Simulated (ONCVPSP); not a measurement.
## titanium: excitation energies, all-electron against ONCV

| Property | Result |
| --- | --- |
| Element | Ti (Z = 22) |
| Generator | ONCVPSP 4.0.1 |
| Type | optimised norm-conserving Vanderbilt (ONCV) |
| Functional | LDA (Perdew-Wang 92) |
| Relativity | scalar-relativistic |
| Frozen core | [Ne] |
| Valence charge | 12 |
| Reference configuration | 3s2 3p6 3d2 4s1 (charge +1) |
| Partial waves | 3s+4s: rc 1.35 bohr, ncon 4, nbas 8, qcut 10.3 1/bohr, 2 projectors; 3p: rc 1.45 bohr, ncon 4, nbas 7, qcut 9.5 1/bohr, 2 projectors, debl 0.9 Ha; 3d: rc 2.25 bohr, ncon 3, nbas 8, qcut 6.3 1/bohr, 3 projectors, debl 1.6 Ha |
| Local potential | polynomial inside 1.05 bohr (lpopt 3, dvloc0 0 Ha) |
| Core correction | Teter function, fcfact 2, rcfact 1.65 |

In the p channel the program set the typed energies aside and used -1.696, 0.250 Ha.

Energies are relative to the spin-unpolarised reference configuration 3s2 3p6 3d2 4s1; without spin polarisation the order of configurations can differ from experiment.

```csv
valence configuration,charge,ΔE all-electron (eV),error AE − PS (meV)
3s2 3p6 3d1 4s0,+3,40.987,+260
3s2 3p6 3d2 4s1.5,+0.5,-4.516,+0.5
```

What are ΔE and the potential's error for 3s2 3p6 3d2 4s0?

ΔE = 13.793 eV all-electron; the error (AE − PS) is +0.4 meV.

What are ΔE and the potential's error for 3s2 3p6 3d2 4s2?

ΔE = -7.529 eV all-electron; the error (AE − PS) is +1.7 meV.
